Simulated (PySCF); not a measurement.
## Pt: electron affinity

Pt⁻ [Xe] 4f14 5d9 6s2 (2D) → Pt [Xe] 4f14 5d9 6s1 (3D), as a difference of total energies. All numbers are calculated (PySCF 2.14, scalar relativity through the core potential, in def2-QZVPPD with the def2 core potential (60 electrons) (7s5p4d4f2g, 88 functions)). Correlated levels: valence: 5s2 5p6 frozen. The calculations carry no spin-orbit coupling.

```tsv
method	electron affinity (eV)
UHF	0.348
MP2 (valence)	1.901
SCS-MP2 (valence)	1.918
CCSD (valence)	1.743
CCSD(T) (valence)	1.922
```

**Question.** How much does correlation contribute at CCSD(T) (valence)?

**Answer.** 1.922 − (0.348) = 1.574 eV, measured against UHF.

The reference lies between the lowest fine-structure levels, while these numbers refer to the centres of the terms.

Errors of the correlated levels include the incompleteness of this basis and the frozen core.

The coupled-cluster amplitudes are large for Pt⁻ (T1 above 0.03 or a double amplitude above 0.15), so a single reference is strained.

For comparison: 2.125 eV (measured; photodetachment measurements, as compiled on the Wikipedia data page of electron affinities).
